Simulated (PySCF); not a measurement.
C₃H₇O₄P.
SMILES: `COP1(=O)OCCO1`

The closed-shell ground state was solved at several levels (PySCF, density fitting, gas phase, non-relativistic). Isolated species at its PBE0-D3(BJ)/def2-SVP geometry (one conformer only).

| level | basis functions | total energy (Eh) | HOMO (eV) | LUMO (eV) | gap (eV) | dipole (D) |
| --- | --- | --- | --- | --- | --- | --- |
| wB97X-D/pcSseg-1 | 178 | -760.6499 | -10.26 | 2.95 | 13.21 | 3.88 |
| PBE0/pcSseg-1 | 178 | -760.2053 | -8.32 | 1.08 | 9.40 | 3.81 |

(1) Estimate the row for PBE0/def2-SVPD, a basis of 232 functions; the other rows only guide the guess.

(2) Over all these levels, which gives the widest orbital gap and which the narrowest?

(3) How far do the dipole and the HOMO energy spread over the levels?

Answers

(1) Total energy -759.8760 Eh, HOMO -8.44 eV, LUMO 0.35 eV, gap 8.79 eV, dipole 3.89 D.

(2) wB97X-D/pcSseg-1 (range-separated hybrid) has the widest, 13.21 eV, and PBE0/def2-SVPD (global hybrid, 25 % exact exchange) the narrowest, 8.79 eV. Functional and basis both differ between the two, so the spread mixes both effects.

(3) The dipole runs from 3.81 to 3.89 D (mean 3.86 D) and the HOMO from -10.26 to -8.32 eV.

Note: wB97X-D ran without an empirical dispersion term, which enters the total energy and its gradient alone.
